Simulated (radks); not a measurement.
Dynamic dipole polarisability and lines of the tin ion Sn20+, [Ar] 3d10 4s2. Calculated with a radial shooting solver on a logarithmic mesh with Libxc functionals: scalar-relativistic Kohn-Sham, LB94 model potential, spin-unpolarised, spherical densities, finite nucleus; Fermi nuclear charge, rms radius of each element as measured or else 0.836 A^(1/3) + 0.57 fm. Time-dependent linear response with the Hartree and adiabatic LDA kernel, continuum included through the Sternheimer equations, no spin-orbit coupling, so fine structure and intercombination lines are absent. Lines are the poles of the dipole polarisability below minus the highest occupied eigenvalue, found on a grid refined at the orbital gaps; the lowest seven at most are given, and weak or close lines can be missed. The first line takes the name of the lowest orbital gap if no other gap lies below it; otherwise a line is named after a gap within 0.6 % of it, if that gap stands alone.

| photon energy (eV) | alpha (bohr^3) |
|---|---|
| 0 | 0.2641 |
| 50.770 | 0.7962 |
| 111.69 | -0.07964 |
| 172.62 | -0.008873 |
| 233.54 | 0.01377 |
| 294.47 | -0.06681 |
| 355.39 | 0.01619 |
| 416.31 | 0.01767 |
| 477.24 | -0.3067 |
| 538.16 | 0.02948 |
| 599.08 | 0.06797 |

Lines (eV, oscillator strength): 61.210 (20.26 nm, 4s-4p), f = 1.22; 289.35 (4.285 nm, 4s-5p), f = 0.326; 403.26 (3.075 nm, 4s-6p), f = 0.114; 466.44 (2.658 nm, 4s-7p), f = 0.0453; 476.17 (2.604 nm, unassigned), f = 0.453; 505.34 (2.454 nm, 4s-8p), f = 0.0361; 530.99 (2.335 nm, 4s-9p), f = 0.0225. Higher lines, where found, are left out when the end of the mesh affects them. Those listed give 93 % of the static polarisability (sum of f/w^2). Orbital energy gaps for comparison: 4s-4p 52.158 eV; 4s-5p 289.72 eV; 4s-6p 403.43 eV; 4s-7p 466.53 eV; 3d-4p 472.35 eV.
